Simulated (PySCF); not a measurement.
# Sr (strontium, neutral) across methods

[Kr] 4d2, high-spin 3F determinant (an excited configuration). Calculation: PySCF 2.14, in def2-TZVPPD with the def2 core potential (28 electrons) (6s4p3d1f, 40 functions); a scalar-relativistic core potential.

```json
{"method": "r2SCAN", "E (hartree)": "-30.5486", "mean ε 4p α (eV)": "-22.133", "mean ε 4p β (eV)": "-21.577", "mean ε 4d α (eV)": "-1.130", "Σ⟨r²⟩ (bohr²)": "63.37", "⟨S²⟩": "2.001"}
{"method": "M06-L", "E (hartree)": "-30.5304", "mean ε 4p α (eV)": "-22.199", "mean ε 4p β (eV)": "-21.721", "mean ε 4d α (eV)": "-1.045", "Σ⟨r²⟩ (bohr²)": "66.59", "⟨S²⟩": "2.001"}
{"method": "LDA", "E (hartree)": "-30.4243", "mean ε 4p α (eV)": "-21.434", "mean ε 4p β (eV)": "-20.984", "mean ε 4d α (eV)": "-1.131", "Σ⟨r²⟩ (bohr²)": "63.75", "⟨S²⟩": "2.000"}
{"method": "PBE", "E (hartree)": "-30.5386", "mean ε 4p α (eV)": "-21.501", "mean ε 4p β (eV)": "-21.035", "mean ε 4d α (eV)": "-1.151", "Σ⟨r²⟩ (bohr²)": "64.11", "⟨S²⟩": "2.000"}
{"method": "PBE0", "E (hartree)": "-30.5281", "mean ε 4p α (eV)": "-23.416", "mean ε 4p β (eV)": "-22.820", "mean ε 4d α (eV)": "-1.620", "Σ⟨r²⟩ (bohr²)": "63.30", "⟨S²⟩": "2.001"}
{"method": "UHF", "E (hartree)": "-30.18450", "mean ε 4p α (eV)": "-28.700", "mean ε 4p β (eV)": "-27.789", "mean ε 4d α (eV)": "-2.766", "Σ⟨r²⟩ (bohr²)": "65.96", "⟨S²⟩": "2.002"}
{"method": "PW91", "E (hartree)": "-30.5590", "mean ε 4p α (eV)": "-21.523", "mean ε 4p β (eV)": "-21.056", "mean ε 4d α (eV)": "-1.170", "Σ⟨r²⟩ (bohr²)": "63.75", "⟨S²⟩": "2.000"}
{"method": "M06", "E (hartree)": "-30.4942", "mean ε 4p α (eV)": "-23.265", "mean ε 4p β (eV)": "-22.833", "mean ε 4d α (eV)": "-1.476", "Σ⟨r²⟩ (bohr²)": "65.83", "⟨S²⟩": "2.000"}
{"method": "wB97M-V", "E (hartree)": "-30.4567", "mean ε 4p α (eV)": "-25.638", "mean ε 4p β (eV)": "-25.071", "mean ε 4d α (eV)": "-2.837", "Σ⟨r²⟩ (bohr²)": "61.86", "⟨S²⟩": "2.000"}
```

Energies and moments cover only the electrons outside the core potential.
